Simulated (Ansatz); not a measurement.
Correlation energies of C₃H₆O₂Si (`C=COC(=O)[SiH3]`) by basis set

```tsv
atom	x (Å)	y (Å)	z (Å)
C1	2.223	-0.227	1.495
C2	1.366	-0.641	0.580
O3	0.264	0.124	0.274
C4	-0.595	-0.338	-0.673
O5	-0.448	-1.374	-1.258
Si6	-2.081	0.838	-0.979
H7	2.087	0.710	2.021
H8	3.086	-0.834	1.729
H9	1.446	-1.564	0.021
H10	-1.972	2.065	-0.156
H11	-3.303	0.075	-0.631
H12	-2.074	1.165	-2.424
```

The species carries charge 0 and has multiplicity 1. All single points use the PBE0-D4/def2-TZVP geometry. It is one conformer, not always the lowest. Frozen core, restricted reference, the Gaussian-basis code of Ansatz. CBS rows extrapolate triple and quadruple zeta; past MP2 they add the triple-zeta difference.

| basis | HF (Eh) | MP2 corr. | CCSD corr. | (T) | CCSD(T) total |
| --- | --- | --- | --- | --- | --- |
| def2-TZVPP | ? | -1.05891 | ? | ? | ? |
| def2-QZVPP | -555.86754 | -1.13610 | – | – | – |
| CBS(def2) | -555.87043 | -1.19328 | ? | as TZ | ? |

Problem. Fill in the withheld values. (An estimate is asked.)

Solution. The calculation gave: def2-TZVPP HF (Eh): -555.84652; def2-TZVPP CCSD corr.: -1.09698; def2-TZVPP (T): -0.04870; def2-TZVPP CCSD(T) total: -556.99220; CBS(def2) CCSD corr.: -1.23135; CBS(def2) CCSD(T) total: -557.15048.
